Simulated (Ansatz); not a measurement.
# Scan of the H4–As3–Si2 angle

SiAsH₂O (SMILES O=[Si-][AsH2]) (charge -1), closed shell, at its PBE0-D4/def2-TZVPD minimum:

```tsv
atom	x (Å)	y (Å)	z (Å)
O1	-0.4466	-1.7641	1.5114
Si2	0.4388	-0.4931	1.4463
As3	0.4155	0.1851	-1.0773
H4	-1.0954	0.4008	-1.0536
H5	0.6877	1.6713	-0.8268
```

The angle H4–As3–Si2 (91.7° at the minimum) is set to the values below, H4, with anything bonded beyond it, turning rigidly in the plane of the angle. Each method's energies count from its own value at the PBE0-D4 minimum structure. Program: Ansatz 0.2.0. Basis: def2-TZVPPD. Cores are frozen in the correlated methods. Filled d shells of the heavier atoms are correlated. The def2 sets are not built for correlating such inner shells, so the correlated values are less sure here. B3LYP uses VWN-RPA correlation.

CCSD(T) energies along the scan:
| angle (°) | CCSD(T) (eV) |
| --- | --- |
| 67.7 | 0.110 |
| 73.7 | 0.060 |
| 79.7 | 0.027 |
| 85.7 | 0.007 |
| 91.7 | 0.000 |
| 97.7 | 0.005 |
| 103.7 | 0.022 |
| 109.7 | 0.049 |
| 115.7 | 0.086 |
They count from the CCSD(T) energy at the PBE0-D4 minimum.

Minimum and curvature along this coordinate at CCSD(T): A fifth-order fit through the nearest points gives 92.1°, with a curvature of about 0.33 meV/deg².

Largest difference from the CCSD(T) curve over the scan: PBE-D4 0.013; r2SCAN-D4 0.008; B3LYP-D4 0.014; wB97M-V 0.010 eV. Each curve counts from its own value at the minimum.

T1 diagnostic: at most 0.018.

For scale, one of the runs: CCSD(T)/def2-TZVPPD, 176 basis functions, launched by `ansatz run in.yaml --threads 2 --pin off --events-out ev --progress --plain --max-ram 4352MiB`. The run took 62 s on 2 CPU threads of an Arm Neoverse V1 (shared host), with 1.5 GiB of host memory at its peak.
